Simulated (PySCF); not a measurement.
**Ne⁶⁺ (neon, charge +6) across methods**

[He] 2s2, closed-shell 1S. Calculation: PySCF 2.14, in an even-tempered Gaussian basis (20 s from 0.56 bohr⁻², ratio 2.2; 9 p from 0.95 bohr⁻², ratio 2.4; 6 d from 2.8 bohr⁻², ratio 2.4; 5 f from 4.3 bohr⁻², ratio 2.4; 5 g from 6.4 bohr⁻², ratio 2.4); the spin-free X2C one-electron Hamiltonian (Gaussian nucleus).

```csv
method,E (hartree),mean ε 1s (eV),mean ε 2s (eV),Σ⟨r²⟩ (bohr²),⟨S²⟩
UHF,-110.24902,-1104.3,-204.11,1.247,0.000
PBE,-110.2828,-1041.6,-192.45,1.242,0.000
MN15,-110.4302,-1044.7,-197.29,1.235,0.000
PBE0,-110.2998,-1057.4,-195.66,1.242,0.000
r2SCAN,-110.3202,-1048.5,-193.12,1.244,0.000
M06-L,-110.3733,-1048.7,-193.57,1.235,0.000
```

Problem. Estimate the same row for LDA.

Solution. E (hartree) = -109.6254; mean ε 1s (eV) = -1036.1; mean ε 2s (eV) = -191.71; Σ⟨r²⟩ (bohr²) = 1.248; ⟨S²⟩ = 0.000.
